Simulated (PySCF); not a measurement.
InN and its ions

PW91; In def2-TZVPPD with ECP28, N def2-TZVPPD; scalar-relativistic core potentials (PySCF 2.14). Neutral (UKS): triplet (π ↑↑), Re = 2.240 Å, ωe = 420 cm⁻¹, De = 2.24 eV, HOMO -4.57 eV, LUMO -3.88 eV.

InN⁻ (UKS): doublet (π ↑), Re = 2.057 Å, ωe = 559 cm⁻¹, De = 3.31 eV to In⁻ + N. The energies at the minima are -244.85469 hartree for InN and -244.90923 for InN⁻.

(1) Work out the adiabatic electron affinity, without and with harmonic zero-point energies (1 hartree = 27.2114 eV, 1 eV = 8065.5 cm⁻¹), and the change of the bond length.

These are scalar-relativistic numbers at best; spin–orbit coupling would shift them, the dissociation energy most. For an ion De counts to the pair picked by the measured ionisation energies or electron affinities, which need not be the lowest pair at this level. The highest Kohn–Sham level is positive in this anion. Much of that is self-interaction error, but it also means that the finite basis helps to hold the extra electron. States were picked by a PBE0 search and need not be the measured ground states.

Results:

(1) At PW91: 0.05454 hartree = 1.484 eV between the minima; the zero-point term (420.0 − 559.0)/2 cm⁻¹ = -0.009 eV makes it 1.475 eV. Re changes by -18.3 pm against the neutral. The electron enters a π orbital; the charge polarises the partner, so the anion is bound more strongly.
